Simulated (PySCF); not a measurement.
## Shapes and spin states of WS2

All numbers come from B3LYP in PySCF with W def2-SVP with ECP60, S def2-SVP; scalar-relativistic core potentials, no spin–orbit coupling; density-fitted integrals.

Relaxations began from a few typed shapes and spin states; open shells are unrestricted. The search is not exhaustive: other isomers or separated fragments can lie lower, and high-lying points may rest on an excited occupation.

| spin | group | bonds | angles | imaginary modes (cm⁻¹) | ΔE (kJ/mol) | ΔE with ZPE (kJ/mol) |
| --- | --- | --- | --- | --- | --- | --- |
| triplet | C2v | W–S 2.139 Å (×2) | S–W–S 113.4° | none | 0.0 | 0.0 |
| broken-symmetry Ms = 0 (⟨S²⟩ 0.75) | C2v | W–S 2.123 Å (×2) | S–W–S 110.1° | none | 8.3 | 8.5 |
| singlet (closed shell, unstable to spin polarisation) | C2v | W–S 2.109 Å (×2) | S–W–S 107.3° | none | 24.4 | 24.9 |
| triplet | C2v | W–S 2.146 Å (×2) | S–W–S 117.0° | none | 36.3 | 36.1 |
| singlet | D∞h | W–S 2.184 Å (×2) | S–W–S 180.0° | 356i, 356i | 277.4 | – |

The lowest minimum found is the triplet C2v: W–S 2.139 Å (×2); S–W–S 113.4°.

Formally W is in oxidation state +4, d2, with 2 unpaired electrons (the high-spin count). The Mulliken spin on W is 2.19. The polar-tensor charge on W, 0.94, is far below the formal one.

For the lowest minimum: other spin states or occupations of the open shell can lie lower. Spin–orbit coupling, left out here, can matter for elements this heavy.

The electron or spin density has lower symmetry than the nuclear frame for the broken-symmetry Ms = 0 (⟨S²⟩ 0.75) C2v at 8.3 kJ/mol, singlet D∞h at 277.4 kJ/mol.
